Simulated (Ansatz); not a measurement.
**Energy profile**

The step: GeCl₂ + HBr → GeBrCl + HCl; bonds formed: Ge1–Br5, Cl2–H4; bonds broken: Ge1–Cl2, H4–Br5 (atoms numbered as in the saddle structure below).

```csv
atom,x (Å),y (Å),z (Å)
Ge1,0.9629,0.0570,-0.8469
Cl2,0.7550,0.1900,1.5637
Cl3,0.3881,-2.0365,-1.0576
H4,-0.6098,0.7223,0.8340
Br5,-1.4963,1.0673,-0.4933
```

Electronic energies by CCSD(T) at an estimated basis limit (MP2 extrapolated from triple and quadruple zeta, plus CCSD(T) − MP2 in triple zeta), on PBE0-D4/def2-TZVP structures; GeHBrCl2, singlet; no counterpoise correction. Ansatz 0.2.0; basis: def2-TZVPP and def2-QZVPP; cores frozen in the correlated methods. Filled d shells of the heavier atoms are correlated. The def2 sets are not built for correlating such inner shells, so the correlated values are less sure here. Extrapolation: Hartree–Fock as exp(−7.88 √X), correlation as X^−2.97.

Task: Give the profile in kcal/mol, counted from the separated reactants. (Judge from chemistry; the value comes from the calculation.)

Result: The calculation gives:
```json
{"point": "separated: GeCl2 (linked as [Cl][Ge][Cl]; Ge1, Cl2, Cl3; singlet) + HBr (H4, Br5; singlet)", "kcal/mol": "0.00"}
{"point": "start structure", "kcal/mol": "-4.70"}
{"point": "saddle", "kcal/mol": "2.62"}
{"point": "end structure", "kcal/mol": "-6.52"}
{"point": "separated: GeBrCl (linked as [Cl][Ge][Br]; Ge1, Cl3, Br5; singlet) + HCl (Cl2, H4; singlet)", "kcal/mol": "-2.12"}
```

No T1 diagnostic of these runs exceeds 0.013.

For scale, one of the runs: CCSD(T)/def2-TZVPP, 194 basis functions (an equivalent command: `ansatz run in.yaml --threads 4`). The run took 74 s on 4 CPU threads (shared host), with 2.2 GiB of host memory at its peak.
